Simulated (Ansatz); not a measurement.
Start from `[F][Ge][SH]` and change one atom or group to get `[F][Ge][Cl]`.

Ansatz, PBE0-D4/def2-TZVP geometries, multiplicity 1. Each molecule was computed in one conformer, which needn't be the lowest.

Scalar relativity is left out up to krypton.

| property | `[F][Ge][SH]` |
| --- | --- |
| size of the dipole moment (B3LYP/def2-TZVPP) / D | 2.58 |
| HOMO–LUMO gap (B3LYP/def2-TZVPP) / eV | 4.77 |
| LUMO energy (PBE0/def2-TZVPP) / eV | -2.44 |
| LUMO energy (PBE/def2-TZVPP) / eV | -3.16 |
| HOMO energy (B3LYP/def2-TZVPP) / eV | -7.43 |
| LUMO energy (ωB97M-V/def2-TZVPP) / eV | -0.48 |

Q: Give the same properties after the change, and the shifts. (An estimate is asked.)

A: The calculation gave: 
```json
{"property": "size of the dipole moment (B3LYP/def2-TZVPP) / D", "`[F][Ge][Cl]`": "2.32", "shift": "-0.26"}
{"property": "HOMO–LUMO gap (B3LYP/def2-TZVPP) / eV", "`[F][Ge][Cl]`": "5.18", "shift": "0.41"}
{"property": "LUMO energy (PBE0/def2-TZVPP) / eV", "`[F][Ge][Cl]`": "-2.84", "shift": "-0.40"}
{"property": "LUMO energy (PBE/def2-TZVPP) / eV", "`[F][Ge][Cl]`": "-3.58", "shift": "-0.42"}
{"property": "HOMO energy (B3LYP/def2-TZVPP) / eV", "`[F][Ge][Cl]`": "-8.26", "shift": "-0.83"}
{"property": "LUMO energy (ωB97M-V/def2-TZVPP) / eV", "`[F][Ge][Cl]`": "-0.84", "shift": "-0.36"}
```

With PBE0 the HOMO falls by 0.82 eV and the LUMO falls by 0.40 eV, so the gap widens by about 0.42 eV. PBE moves the HOMO by -0.75 eV and ωB97M-V by -0.90 eV. The zero-point energy changes by -22.3 kJ/mol with -3 modes. Dipoles are sizes alone; their direction can turn.

B3LYP here is the variant with VWN-RPA as its local correlation; programs differ in this.
